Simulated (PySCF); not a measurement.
B3LYP has the VWN-RPA correlation part, as in Gaussian. Delta-SCF ions had no search for a lower state. Excitations are Tamm–Dancoff values on a coarser integration grid. The basis has no diffuse functions, so Rydberg states are missing or too high.

CH₄OS₂, SMILES `C[S@](=O)S` (O–S–S–H torsion 85°) (charge 0, multiplicity 1)

Level of theory: B3LYP-D3(BJ)/def2-TZVP (PySCF 2.14.0).

The HOMO is -7.06 eV and the dipole moment is 2.80 D. The LUMO is -1.60 eV and the HOMO–LUMO gap comes out as 5.46 eV. The S1 excitation (TDA) comes out as 4.44 eV. The S1 oscillator strength is 0.026, the brightest of the four lowest singlets (TDA) comes out as 5.93 eV and the T1 excitation (TDA) comes out as 3.54 eV. The S1–T1 gap (TDA) comes out as 0.90 eV and the vertical ionisation energy (Delta-SCF) is 9.38 eV. The total energy is -912.2215 Ha and the cost is roughly 80 core-seconds.

```xyz
8

C     -0.9984    -0.2627     0.4590
S      0.2336     0.8560    -0.2799
O     -0.1267     0.9793    -1.7034
S      1.8361    -0.5741     0.0021
H     -0.7623    -0.4277     1.5085
H     -1.0154    -1.1974    -0.0992
H     -1.9533     0.2501     0.3545
H      2.7809     0.3466    -0.2532
```
